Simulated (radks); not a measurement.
Question: The fluorine ion F3+, configuration [He] 2s2 2p2. All-electron calculation, scalar-relativistic Kohn-Sham, BP86, spin-polarised, spherical densities, finite nucleus; open shells are filled with parallel spins first; Fermi nuclear charge, rms radius 2.8976 fm. Program: a radial shooting solver on a logarithmic mesh with Libxc functionals. Some entries of the table are withheld. Estimate them.

| orbital | occ. | eigenvalue (Ry) | <r^2> (bohr^2) | <r> (bohr) |
|---|---|---|---|---|
| 1s up | 1 | -54.57093 | 0.04190 | 0.1762 |
| 1s down | 1 | -54.40534 | 0.04160 | 0.1756 |
| 2s up | 1 | -6.86703 | 0.8939 | 0.8695 |
| 2s down | 1 | -6.46638 | 0.9316 | 0.8867 |
| 2p up | 2 | (1) | (2) | 0.8177 |
| 2p down | 0 | (3) | (4) | 0.8435 |

Answer: 
(1) 2p up eigenvalue (Ry): -5.52108
(2) 2p up <r^2> (bohr^2): 0.8254
(3) 2p down eigenvalue (Ry): -5.09015
(4) 2p down <r^2> (bohr^2): 0.8830
